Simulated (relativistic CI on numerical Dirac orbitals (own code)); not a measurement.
Calculated at this level of theory: Dirac-Coulomb-Breit CI, orbitals from a KLI potential per configuration, model QED (radiative potential, 1s self-energy scaled to tabulated hydrogen-like ionisation energies), unscaled Slater integrals (own radial code, finite nucleus).

The strongest absorption lines from the ground level of an ion, among the configurations computed and to levels below about 752 eV (vacuum wavelength in nm, gf): 1.6639 (0.049), 1.6660 (0.026), 1.9106 (0.1), 1.9155 (0.055), 2.6515 (0.33), 2.6707 (0.19), 21.292 (0.45), 24.927 (0.19).

Question: Which ion is it?
A. As24+
B. Rb26+
C. Cu18+
D. As22+

Answer: D. As22+ has 11 electrons and the ground level 3s 2S_1/2; the strongest line goes to 3p 2P°_3/2. The pattern of lines fixes the number of electrons, and along that sequence the line energies rise steadily with the charge (about as its square where n changes within one kind of shell, about linearly where n is kept but much faster in heavy ions where fine structure, which grows about as Z⁴, sets the gap, and irregularly where shells cross), which fixes Z. Configurations outside the model, such as inner-shell arrays, can give stronger lines. At this charge energies of transitions that change n are usually good to better than 1 %, and those within a shell (Δn = 0) to a few per cent.
